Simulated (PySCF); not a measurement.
C5H9N, SMILES C(#C)[C@@H](C)CN. Atoms are numbered in the order given.

```xyz
15

C     -0.8488    -2.1521     0.6239
C     -0.7502    -1.0402     0.1516
C     -0.5925     0.3046    -0.4058
C     -0.9385     1.3817     0.6240
C      0.8257     0.4813    -0.9731
N      1.8178     0.3854     0.0736
H     -0.9538    -3.1367     1.0399
H     -1.2926     0.3861    -1.2568
H     -0.2050     1.3655     1.4413
H     -0.9048     2.3763     0.1537
H     -1.9440     1.2263     1.0397
H      0.9544    -0.2461    -1.8021
H      0.8822     1.4867    -1.4237
H      2.7504     0.5477    -0.2971
H      1.8144    -0.5554     0.4660
```

The structure is a stationary point at PBE0-D3(BJ)/def2-SVP. The structure was generated by enumeration; whether it is a known compound was not checked. The values are those of a single conformer.

These are TDA-CAM-B3LYP/def2-SVPD (PySCF 2.14.0) values and carry that method's errors.

Vertical excitations. The molecule is in vacuum.

```json
[
 {"state": "S1", "energy (eV)": "6.45", "λ (nm)": "192", "f": "0.005", "main pairs": "HOMO→LUMO 70 %, HOMO→LUMO+2 13 %"},
 {"state": "S2", "energy (eV)": "6.56", "λ (nm)": "189", "f": "0.000", "main pairs": "HOMO−1→LUMO+4 14 %, HOMO−2→LUMO+1 13 %, HOMO−1→LUMO+3 12 %, HOMO−1→LUMO+2 10 %"},
 {"state": "S3", "energy (eV)": "6.80", "λ (nm)": "182", "f": "0.003", "main pairs": "HOMO−1→LUMO+2 16 %, HOMO−2→LUMO+1 15 %, HOMO−1→LUMO+5 15 %, HOMO−1→LUMO+3 11 %"},
 {"state": "S4", "energy (eV)": "6.81", "λ (nm)": "182", "f": "0.002", "main pairs": "HOMO−2→LUMO+5 18 %, HOMO−2→LUMO+2 17 %, HOMO−1→LUMO+1 15 %, HOMO−1→LUMO+5 10 %"},
 {"state": "S5", "energy (eV)": "7.33", "λ (nm)": "169", "f": "0.007", "main pairs": "HOMO→LUMO+1 66 %"},
 {"state": "S6", "energy (eV)": "7.54", "λ (nm)": "165", "f": "0.033", "main pairs": "HOMO−1→LUMO 62 %, HOMO−1→LUMO+1 19 %"},
 {"state": "S7", "energy (eV)": "7.57", "λ (nm)": "164", "f": "0.077", "main pairs": "HOMO−2→LUMO 41 %, HOMO−2→LUMO+1 16 %, HOMO→LUMO+2 13 %, HOMO→LUMO 8 %"},
 {"state": "S8", "energy (eV)": "7.84", "λ (nm)": "158", "f": "0.016", "main pairs": "HOMO→LUMO+2 54 %, HOMO−2→LUMO 18 %"},
 {"state": "S9", "energy (eV)": "7.91", "λ (nm)": "157", "f": "0.036", "main pairs": "HOMO→LUMO+3 40 %, HOMO→LUMO+4 19 %, HOMO→LUMO+1 7 %, HOMO→LUMO+2 7 %"},
 {"state": "S10", "energy (eV)": "8.10", "λ (nm)": "153", "f": "0.029", "main pairs": "HOMO→LUMO+4 50 %, HOMO→LUMO+6 19 %, HOMO→LUMO+3 13 %"},
 {"state": "T1", "energy (eV)": "5.37", "λ (nm)": "231", "f": "0", "main pairs": "HOMO−1→LUMO+5 15 %, HOMO−1→LUMO+1 14 %, HOMO−2→LUMO+4 10 %, HOMO−2→LUMO+3 9 %"},
 {"state": "T2", "energy (eV)": "5.88", "λ (nm)": "211", "f": "0", "main pairs": "HOMO−1→LUMO+1 16 %, HOMO−2→LUMO+5 14 %, HOMO−2→LUMO+2 14 %, HOMO−1→LUMO+4 13 %"},
 {"state": "T3", "energy (eV)": "5.89", "λ (nm)": "211", "f": "0", "main pairs": "HOMO−1→LUMO+5 18 %, HOMO−1→LUMO+2 16 %, HOMO−2→LUMO+1 14 %, HOMO−2→LUMO+4 11 %"},
 {"state": "T4", "energy (eV)": "6.16", "λ (nm)": "201", "f": "0", "main pairs": "HOMO→LUMO 60 %, HOMO→LUMO+2 14 %, HOMO→LUMO+3 10 %"}
]
```
Triplets are in the Tamm–Dancoff approximation.
